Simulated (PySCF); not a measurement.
All values below come from PBE-D3(BJ)/def2-TZVP // r2SCAN-D4/def2-SVP (PySCF). Gas-phase values, no solvent. One relaxed conformer stands for a flexible species; it need not be the lowest. 

Reference species: [Cd(OH)2] (neutral, multiplicity 1).

```yaml
HOMO–LUMO gap: 4.09 eV
coordination_number: 2
mean_distance_from_the_central_atom_to_its_bonded_neighbours: 1.961 Å
HOMO: -6.44 eV
```

Changed species: [Cd(OH)(Br)] (1 of 2 OH replaced by Br; the reference has 0 of 2 OH replaced by Br).

Question: What does the change do to the HOMO–LUMO gap, coordination number, mean distance from the central atom to its bonded neighbours and HOMO?

Answer: the HOMO–LUMO gap falls by 0.18 eV, to 3.91 eV; the coordination number stays essentially unchanged; the mean distance from the central atom to its bonded neighbours rises by 0.223 Å, to 2.184 Å; the HOMO decreases by 0.25 eV, to -6.69 eV.
